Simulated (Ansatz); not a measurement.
Diatomic CdB, multiplicity 4 (an upper state: multiplicity 2 came lower at CCSD(T)/def2-TZVPP on PBE0 minima). No spin–orbit coupling.

Seven points along R, fitted to fifth degree in 1/R; most abundant isotopes. In def2 and cc sets the state is the lowest found near the PBE0 minimum, followed along R.

Programs: Ansatz (Gaussian basis) for Hartree–Fock, density functionals and correlated methods.  In def2 rows elements past Kr take small-core potentials, without spin–orbit coupling.

| level | r_e (Å) | ω_e (cm⁻¹) | α_e (cm⁻¹) | B_e (cm⁻¹) | dipole (D) |
|---|---|---|---|---|---|
| PBE/def2-TZVPP | 2.079 | 540 | 0.0032 | 0.389 | 3.07 |
| PBE0/def2-TZVPP | 2.083 | 541 | 0.0031 | 0.387 | 3.37 |
| wB97X-V/def2-TZVPP | 2.095 | 523 | 0.0032 | 0.383 | 3.51 |
| CCSD/def2-TZVPP | 2.101 | 522 | 0.0032 | 0.380 | - |
| CCSD(T)/def2-TZVPP | 2.092 | 529 | 0.0032 | 0.384 | - |

Correlated levels freeze the inner cores; with def2 sets outer-core shells near the valence are correlated too.

Ansatz is a program for electronic structure.
